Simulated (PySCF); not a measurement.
`C[C@@H]1[C@H]2C[C@@H]1[C@H](N)C2`, C₇H₁₃N

Cartesian coordinates in Å; atom numbers follow the order of the lines, from 1:
```xyz
21

C    -1.990    0.227    1.084
C    -1.283   -0.173   -0.197
C    -0.211   -1.283   -0.215
C     0.295   -0.629   -1.510
C    -0.124    0.660   -0.785
C     0.886    0.707    0.383
N     2.233    1.141    0.073
C     0.825   -0.786    0.793
H    -2.549    1.147    0.924
H    -1.305    0.383    1.910
H    -2.693   -0.554    1.369
H    -2.037   -0.360   -0.965
H    -0.478   -2.336   -0.172
H    -0.318   -0.852   -2.381
H     1.347   -0.760   -1.757
H    -0.301    1.590   -1.322
H     0.532    1.367    1.180
H     2.235    2.118   -0.198
H     2.617    0.605   -0.698
H     1.793   -1.267    0.656
H     0.517   -0.930    1.826
```

Level of theory: TDDFT PBE0/def2-SVPD circular dichroism and optical rotation, one conformer, gas phase in PySCF. Geometry: GFN2-xTB.

The molecule is flexible and this is one conformer; a measurement averages over conformers. States above about 6.6 eV (minus the energy of the highest occupied orbital) lie near or above the ionisation threshold and depend on the basis.

(1) Draw the ECD and absorption spectra from the lowest 16 states, each a Gaussian of half-width 0.2 eV at 1/e height.

## Answers

(1) 
```csv
E (eV),λ (nm),Δε (L mol⁻¹ cm⁻¹),ε (L mol⁻¹ cm⁻¹)
5.71,217,0.00,3.34
5.81,213,-0.05,31.7
5.91,210,-0.27,183
6.01,206,-0.93,637
6.11,203,-1.97,1350
6.21,200,-2.52,1730
6.31,196,-1.95,1360
6.41,193,-0.82,706
6.51,190,+0.11,398
6.61,187,+0.85,499
6.71,185,+1.62,757
6.81,182,+2.17,927
6.91,179,+1.96,833
7.01,177,+0.96,566
7.11,174,-0.21,422
7.21,172,-0.97,444
7.31,170,-1.05,406
7.41,167,-0.69,253
7.51,165,-0.65,181
7.61,163,-2.01,443
7.71,161,-5.75,1190
7.81,159,-10.71,2140
7.91,157,-13.67,2890
8.01,155,-14.11,3750
8.11,153,-12.38,4940
8.21,151,-5.11,5420
8.31,149,+6.13,4800
8.41,147,+14.09,4450
8.51,146,+18.42,5380
```
Δε uses R in velocity form, ε uses f in length form. Only the states computed contribute, so the short-wavelength end is incomplete.
